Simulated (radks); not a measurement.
Results of a calculation; reference values are marked as such.
Effect of the nuclear size on neutral tin, [Kr] 4d10 5s2 5p2. Code: a radial shooting solver on a logarithmic mesh with Libxc functionals. Model: Dirac Kohn-Sham, exchange-only LDA, spin-unpolarised, spherical densities, finite nucleus; open shells are shared between the two j in proportion to 2j + 1; Fermi nuclear charge, rms radius 4.6519 fm. The rms radius is varied about that value; shifts are against it.

rms radius (fm) = 3.796: total energy shift (eV) -1.38; density at nucleus (e/bohr^3) 1.964e+05; 1s1/2 shift (meV) -579; 2s1/2 shift (meV) -66.2; 4p1/2 shift (meV) 0.208; 5s1/2 shift (meV) -0.219
rms radius (fm) = 4.3449: total energy shift (eV) -0.522; density at nucleus (e/bohr^3) 1.923e+05; 1s1/2 shift (meV) -219; 2s1/2 shift (meV) -25.1; 4p1/2 shift (meV) 0.079; 5s1/2 shift (meV) -0.083
rms radius (fm) = 4.6519: total energy shift (eV) 0; density at nucleus (e/bohr^3) 1.903e+05; 1s1/2 shift (meV) 0.000; 2s1/2 shift (meV) 0.000; 4p1/2 shift (meV) 0.000; 5s1/2 shift (meV) 0.000
rms radius (fm) = 4.8612: total energy shift (eV) 0.373; density at nucleus (e/bohr^3) 1.891e+05; 1s1/2 shift (meV) 157; 2s1/2 shift (meV) 17.9; 4p1/2 shift (meV) -0.056; 5s1/2 shift (meV) 0.059
rms radius (fm) = 5.3125: total energy shift (eV) 1.22; density at nucleus (e/bohr^3) 1.865e+05; 1s1/2 shift (meV) 514; 2s1/2 shift (meV) 58.8; 4p1/2 shift (meV) -0.184; 5s1/2 shift (meV) 0.195

Slopes of the eigenvalues against <r^2> in GHz/fm^2, as finite differences over the two radii next to the reference (eigenvalue slopes, not the field-shift constants of lines): 1s1/2 19100, 2s1/2 2190, 4p1/2 -6.85, 5s1/2 7.24.
